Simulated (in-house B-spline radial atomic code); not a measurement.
## RPA and G0W0 on PBEsol: N3+

Configuration [He] 2s2, mean-field start PBEsol. Computed with an all-electron radial atomic-structure program (B-spline basis): all electrons, non-relativistic, point nucleus, each spin shell either full or empty, empty states to l = 9 with an (l + 1/2)⁻⁴ tail; G0W0 by contour deformation at full frequency.

Command:
```bash
python run_gw.py task.json out
```
Settings (radii: box in bohr, nucleus in fm):
```
Z                        7
electrons                4
configuration            [He] 2s2
hamiltonian              nr
method                   pbesol
lmax                     9
spin_polarised           False
box_radius               14.14
intervals                45
ion_configuration        [He] 2s1
```

Cost of the run: 1.5 s on 1 thread of Arm Neoverse N1 (shared host).

Energies (hartree):

| term | value |
| --- | --- |
| mean-field total | -50.93355 |
| Hartree-Fock functional on these orbitals | -51.07970 |
| direct second order | -0.35304 |
| second-order exchange | 0.17351 |
| SOSEX correction | 0.12354 |

Problem. What is the RPA correlation energy, and what remains with SOSEX?

Solution. RPA gives -0.25177 hartree (-1.71 eV per electron); RPA + SOSEX gives -0.12822, and the second-order doubles -0.17953 hartree (no singles). SOSEX takes back 49 % of the RPA value.

Quasi-particle levels (eV):

```tsv
level	occupied	mean field	Σx - vxc	Σc	QP weight	G0W0
2s	yes	-67.81	-7.48	?	?	?
2p	no	-56.81	10.62	-1.82	0.951	-48.02
```

G0W0 = mean field + (Σx - vxc) + Σc, with Σc (partial-wave tail included) taken at the quasi-particle energy. Levels of low weight are left out.

Problem. Where does G0W0 put 2s?

Solution. At -77.46 eV, with Σc = -2.17 eV and a quasi-particle weight of 0.935. The tabulated removal energy is 77.474 eV (NIST, measured).

Problem. What does it cost to remove one electron (to [He] 2s1) by differences of total energies, each species on its own start (correlation terms add to the Hartree-Fock functional)?

Solution. PBEsol 76.07 eV, Hartree-Fock functional 74.96 eV, + RPA 77.79 eV, + RPA + SOSEX 77.11 eV, + second order 78.43 eV. Tabulated: 77.474 eV (NIST, measured).
